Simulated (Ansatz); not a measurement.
Correlation energies of C2H7BS2 by basis set

```xyz
12

C    -1.298    0.100   -0.905
B     0.048   -0.694   -1.123
S     0.562   -2.093    0.085
S     1.589   -0.327    0.070
C     0.972    0.603    1.482
H    -1.644    0.147    0.130
H    -1.239    1.118   -1.301
H    -2.086   -0.407   -1.472
H     0.502   -0.825   -2.224
H     1.411    0.194    2.390
H    -0.113    0.547    1.523
H     1.296    1.637    1.346
```

Charge 0, multiplicity 1. The bonds changed during the relaxation, so this is another structure than the one it started from. All single points use the PBE0-D4/def2-TZVP geometry. It is one conformer, not always the lowest. Frozen core, restricted reference, Ansatz. CBS rows extrapolate triple and quadruple zeta; past MP2 they add the triple-zeta difference.

| basis | HF (Eh) | MP2 corr. | CCSD corr. | (T) | CCSD(T) total |
| --- | --- | --- | --- | --- | --- |
| def2-SVP | -899.23190 | ? | -0.71304 | -0.02429 | ? |
| def2-TZVPP | -899.62860 | ? | ? | -0.04207 | ? |
| def2-QZVPP | ? | -0.88773 | – | – | – |
| CBS(def2) | -899.65971 | -0.93295 | -0.98889 | as TZ | -900.69067 |

(1) Fill in the withheld values. (An estimate is asked.)

## Answers

(1) Ansatz gave: def2-SVP MP2 corr.: -0.65037; def2-SVP CCSD(T) total: -899.96923; def2-TZVPP MP2 corr.: -0.82669; def2-TZVPP CCSD corr.: -0.88262; def2-TZVPP CCSD(T) total: -900.55329; def2-QZVPP HF (Eh): -899.65595.
